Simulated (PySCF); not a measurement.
First SCF of a structure search on doublet InHCl, at a hand-made linear geometry. PySCF input:

```python
from pyscf import gto, scf, dft
mol = gto.M(atom='''
In     0.000000     0.000000     0.000000
H      0.000000     0.000000    -1.740000
Cl     0.000000     0.000000     2.410000''',
    basis={'In': 'def2-TZVP', 'H': 'def2-TZVP', 'Cl': 'def2-TZVP'},
    ecp={'In': 'def2-TZVP'},
    charge=0, spin=1)
mf = dft.UKS(mol, xc='PBE0')
mf.grids.atom_grid = (50, 194)
aux = {'In': 'def2-universal-JKFIT', 'H': 'def2-universal-JKFIT', 'Cl': 'def2-universal-JKFIT'}
mf = mf.density_fit(auxbasis=aux)
mf.conv_tol = 1e-08
mf.diis_space = 10
mf.max_cycle = 60
mf.init_guess = 'minao'
mf.verbose = 4
mf.kernel()
```

Excerpt of the output (cycles alone):

```
init E= -618.042910901509
cycle= 1 E= -650.094464535071  delta_E= -32.1  |g|= 1.33  |ddm|= 31.4
cycle= 2 E= -649.748259769107  delta_E= 0.346  |g|= 1.85  |ddm|= 5.96
cycle= 3 E= -650.780956280852  delta_E= -1.03  |g|= 0.0566  |ddm|=  2.6
cycle= 4 E= -650.781649082567  delta_E= -0.000693  |g|= 0.0393  |ddm|= 0.129
cycle= 5 E= -650.782264128733  delta_E= -0.000615  |g|= 0.0073  |ddm|= 0.045
cycle= 6 E= -650.78230293718  delta_E= -3.88e-05  |g|= 0.003  |ddm|= 0.014
cycle= 7 E= -650.782310504514  delta_E= -7.57e-06  |g|= 0.00075  |ddm|= 0.00865
cycle= 8 E= -650.782311366935  delta_E= -8.62e-07  |g|= 0.00039  |ddm|= 0.00361
cycle= 9 E= -650.782311507091  delta_E= -1.4e-07  |g|= 7.5e-05  |ddm|= 0.00135
cycle= 10 E= -650.782311517089  delta_E= -1e-08  |g|= 2.64e-05  |ddm|= 0.000442
Extra cycle  E= -650.78231151704  delta_E= 4.93e-11  |g|= 3.38e-05  |ddm|= 8.85e-05
converged SCF energy = -650.78231151704  <S^2> = 0.75659957  2S+1 = 2.0065887
```

No lower solution of this spin was found by a stability analysis within the unrestricted form.

No spin–orbit coupling is included, which matters more the heavier the element.

The search for the lowest solution, with the stability check, took 3.6 s on 4 threads of a shared Arm Neoverse V1 host, with 93 basis functions; the process peaked at 0.32 GiB.
